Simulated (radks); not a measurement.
The numbers below are computed, except where a source is named.
Removal energies from the dysprosium ion Dy2+, [Xe] 4f(5/2: 6, 7/2: 4), by Delta-SCF beside the eigenvalue of the level emptied. Code: a radial shooting solver on a logarithmic mesh with Libxc functionals. Model: Dirac Kohn-Sham, BLYP, spin-unpolarised, spherical densities, finite nucleus; Fermi nuclear charge, rms radius of each element as measured or else 0.836 A^(1/3) + 0.57 fm. Sub-shells are occupied by j as written (lower j first in brackets).

| removed from | final configuration | Delta-SCF (eV) | -eigenvalue (eV) |
|---|---|---|---|
| 4f7/2 | [Xe] 4f(5/2: 6, 7/2: 3) | 24.908 | 16.435 |
| 4f5/2 | [Xe] 4f(5/2: 5, 7/2: 4) | 25.853 | 17.314 |
| 5p3/2 | [Kr] 4d10 4f(5/2: 6, 7/2: 4) 5s2 5p(1/2: 2, 3/2: 3) | 44.251 | 37.822 |
| 5p1/2 | [Kr] 4d10 4f(5/2: 6, 7/2: 4) 5s2 5p(1/2: 1, 3/2: 4) | 49.254 | 42.550 |
